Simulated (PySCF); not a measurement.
Level of theory: PySCF, PBE0, basis Zr def2-TZVP with ECP28, O def2-TZVP (scalar-relativistic core potentials, no spin–orbit coupling, density fitting). Open shells, if any, are unrestricted.

Problem. What shape and geometry does isolated singlet ZrO₂ take (every ligand bound to Zr)?

Solution. Formally Zr is in oxidation state +4, d0. A d0 centre has no lone pair, yet it is C2v rather than linear: covalent bonding through the d orbitals favours lower symmetry. The polar-tensor charge on Zr, 1.93, is far below the formal one. The lowest minimum found is a singlet of C2v symmetry with Zr–O 1.762 Å (×2); O–Zr–O 108.0°. Its harmonic wavenumbers are 312 (a1), 890 (b2), 962 (a1) cm⁻¹ and its dipole moment is 7.92 D.

Other isomers or separated fragments may lie lower.
